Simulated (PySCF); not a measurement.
Spin-rotation constants: `C#CC[C@@H](C=C)C(N)=O`, C₇H₉NO

Geometry (Å), atoms numbered from 1 in this order:
```xyz
18

C     3.1444    1.1239    0.1868
C     2.3427    0.2371    0.2354
C     1.3503   -0.8138    0.2961
C    -0.0722   -0.2348    0.2759
C    -0.3436    0.4953   -1.0044
C    -0.8521    1.7117   -1.0785
C    -1.0933   -1.3705    0.4265
N    -2.3686   -0.9261    0.5054
O    -0.8003   -2.5406    0.4859
H     3.8600    1.8892    0.1416
H     1.4780   -1.4916   -0.5520
H     1.4871   -1.3967    1.2106
H    -0.2028    0.4478    1.1231
H    -0.1010   -0.0538   -1.9044
H    -1.0916    2.2855   -0.1971
H    -1.0342    2.1969   -2.0219
H    -3.1174   -1.5964    0.5597
H    -2.5940    0.0432    0.3683
```

Method used: GIAO HF/STO-3G magnetisability, rotational g tensor and spin-rotation constants, non-relativistic, gas phase (PySCF 2.14.0). Geometry: GFN2-xTB.

**Question.** Give the nuclear spin-rotation constants along the inertial axes (H = +C I·J) beside the isotropic shieldings.

**Answer.** Rotational constants 2.4659, 1.1679, 0.8472 GHz. A star marks the isotopologue with that one atom substituted, in its own axes.
| atom | isotope | Caa (kHz) | Cbb (kHz) | Ccc (kHz) | mean (kHz) | σ (ppm) |
| --- | --- | --- | --- | --- | --- | --- |
| N8 | 14N | 0.057 | 0.045 | 0.015 | 0.039 | 261.6 |
| H10 | 1H | -0.007 | -0.123 | -0.095 | -0.075 | 31.2 |
| H11 | 1H | -0.260 | -0.121 | 0.003 | -0.126 | 31.5 |
| H12 | 1H | -0.247 | -0.032 | -0.064 | -0.114 | 31.4 |
| H13 | 1H | -0.258 | -0.122 | 0.015 | -0.122 | 30.7 |
| H14 | 1H | -0.283 | -0.128 | 0.073 | -0.113 | 27.7 |
| H15 | 1H | -0.285 | -0.122 | 0.067 | -0.113 | 27.8 |
| H16 | 1H | -0.271 | 0.004 | -0.027 | -0.098 | 27.7 |
| H17 | 1H | 0.059 | -0.121 | -0.101 | -0.054 | 29.4 |
| H18 | 1H | -0.267 | 0.018 | -0.094 | -0.114 | 29.5 |
| C1 | 13C* | 0.129 | 0.192 | 0.147 | 0.156 | 173.0 |
| C2 | 13C* | 0.002 | 0.203 | 0.162 | 0.122 | 178.8 |
| C3 | 13C* | 0.136 | 0.060 | 0.048 | 0.081 | 221.7 |
| C4 | 13C* | 0.182 | 0.105 | 0.071 | 0.119 | 203.5 |
| C5 | 13C* | 0.116 | 0.249 | 0.298 | 0.221 | 124.4 |
| C6 | 13C* | 0.105 | 0.230 | 0.280 | 0.205 | 133.4 |
| C7 | 13C* | 0.942 | 0.176 | 0.088 | 0.402 | 117.2 |
| O9 | 17O* | -1.161 | -0.731 | -0.032 | -0.641 | -70.6 |

For the geometry as given, no vibrational averaging.
